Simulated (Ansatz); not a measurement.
Isomers of C4H13NSn (singlet), relaxed with PBE-D4/def2-SVP; total energies from Ansatz at ωB97M-V/def2-TZVP.

| isomer | description | energy (Eh) |
| --- | --- | --- |
| A | SnH2Me(NHiPr) (C4H13NSn) | -429.18674 |
| B | SnH3(NEt2) (C₄H₁₃NSn) | -429.16246 |
| C | SnHMe2(NMe2) (C₄H₁₃NSn) | -429.17909 |

In the def2 sets Sn takes a core potential; there is no spin–orbit coupling.

Task: Work out the relative energies (1 Eh = 2625.5 kJ/mol) and the Boltzmann populations at 500 K from electronic energies alone (R = 8.314 J/mol/K).

Result: ΔE: A 0.0, B 63.7, C 20.1 kJ/mol. RT = 4.16 kJ/mol. Factors exp(−ΔE/RT): A 1, B 2.24e-07, C 0.00797; sum 1.008. Populations: A 99.2 %, B 0.0 %, C 0.8 %. Zero-point energy, vibrational entropy and symmetry numbers are left out and can shift these; an error of 4 kJ/mol changes a ratio by a factor of 2.6. Over the other density-functional and correlated levels in def2 sets, the gap between A and C ranges from 12 to 27 kJ/mol.
